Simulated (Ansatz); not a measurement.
Calculated with Ansatz (gas phase, PBE0-D4/def2-TZVP geometries, no zero-point term in ΔE). CCSD(T)/CBS adds triple-zeta CCSD(T) − MP2 to the extrapolated MP2 energy (def2 sets, frozen cores). Each species was taken in one conformer, which may not be the lowest.

Reaction (formal exchange of groups at the Si–O bond): `O[SiH2]O[SiH2][SiH3]` + `COCC=O` → `COC[SiH2]O` + `O=CO[SiH2][SiH3]`

| level | ΔE (kJ/mol) |
| --- | --- |
| CCSD/def2-TZVPP | 108.9 |
| HF/def2-QZVPP | 129.7 |

Q: What does CCSD(T)/CBS give? (An estimate is asked.)

A: The calculation gave: +105.0 kJ/mol. The listed levels differ from it by 3.9, 24.7 kJ/mol.

Largest T1 diagnostic among the species: 0.016.

From PBE to PBE0 (25 % exact exchange), in def2-TZVPP and without D4, ΔE moves by +10.8 kJ/mol. The D4 term adds −3.7 kJ/mol with B3LYP and −1.6 kJ/mol with PBE0; it sums over pairs of atoms, weighted by their polarisabilities, and B3LYP, whose exchange is more repulsive, gets the larger term. In def2-TZVPP, CCSD(T) changes the Hartree–Fock value by −24.2 kJ/mol (the triples alone add −6.0 kJ/mol) and MP2 by −23.1 kJ/mol.

B3LYP here is the variant with VWN-RPA as its local correlation; programs differ in this.
